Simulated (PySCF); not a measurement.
Ionisation energy of Ar¹¹⁺ by level of theory

Ar¹¹⁺ [He] 2s2 2p3 [2p1/2^2 2p3/2^1, M_J = 3/2] → Ar¹²⁺ [He] 2s2 2p2 [2p1/2^2, M_J = 0], as a difference of total energies. All numbers are calculated (PySCF 2.14, the two-component X2C-1e Hamiltonian, in an even-tempered Gaussian basis (18 s from 1.7 bohr⁻², ratio 2.4; 11 p from 2.2 bohr⁻², ratio 2.4; 5 d from 10 bohr⁻², ratio 2.6; 5 f from 15 bohr⁻², ratio 2.6)). Correlated levels: nothing frozen; the 30 highest virtual spinors dropped. "Screened" scales the spin-orbit matrix elements by Boettger's factors to mimic the two-electron term; Breit and QED terms are absent.

```csv
method,ionisation energy (eV)
GHF (spin-free),620.90
GMP2 (spin-free),621.23
GHF (screened spin-orbit),619.86
GMP2 (screened spin-orbit),620.16
```

Problem. How much does correlation contribute at GMP2 (screened spin-orbit)?

Solution. 620.16 − (619.86) = 0.30 eV, measured against GHF (screened spin-orbit).

The labels give the starting determinants; with spin-orbit coupling the two ends relaxed to ⟨J²⟩ = 3.75, ⟨L²⟩ = 0.01, ⟨S²⟩ = 3.73 and ⟨J²⟩ = 1.60, ⟨L²⟩ = 1.98, ⟨S²⟩ = 1.98.

The determinant of Ar¹²⁺ mixes levels of different J (the jj label is only the starting occupation), so the difference between spin-free and spin-orbit rows is not the physical spin-orbit shift.

For comparison: 619 ± 0.4 eV (semi-empirical (NIST evaluation); NIST Atomic Spectra Database, ionization energies).
